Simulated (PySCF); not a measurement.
**From computed data to an observable: chemical shift, span and skew from a shielding tensor**

Be(H)(SMe) (CH₄BeS), SMILES [BeH][S]C. Atoms are numbered in the order given.

```xyz
7

Be    -0.6821     1.6161     0.0000
H     -1.5579     2.6132     0.0000
S      0.5899     0.2086     0.0000
C     -0.5073    -1.2770     0.0000
H     -1.1287    -1.3047     0.8914
H      0.1492    -2.1440     0.0000
H     -1.1287    -1.3047    -0.8914
```

Geometry optimised at B3LYP-D3(BJ)/def2-TZVP.

GIAO shieldings from PySCF with KT2/pcSseg-2, non-relativistic, no solvent. The symmetric part of the tensor of C4 has the principal values 165.4, 169.7, 192.6 ppm. The same nucleus in TMS has σ = 184.2 ppm at this level (PySCF, at its B3LYP-D3(BJ)/def2-TZVP geometry).

**Question.** Work out the isotropic shielding, the ¹³C shift against TMS, the span and the skew.

**Answer.** 
σ(iso) = (σ11 + σ22 + σ33)/3 = 175.9 ppm. δ = σ(ref) − σ(iso) = 184.2 − (175.9) = 8.3 ppm.
Span Ω = σ33 − σ11 = 27.2 ppm. Skew κ = 3(σ(iso) − σ22)/Ω = 0.68. Tumbling in solution averages the tensor to δ; in a static solid the shielding alone would spread this spin-1/2 line over Ω.
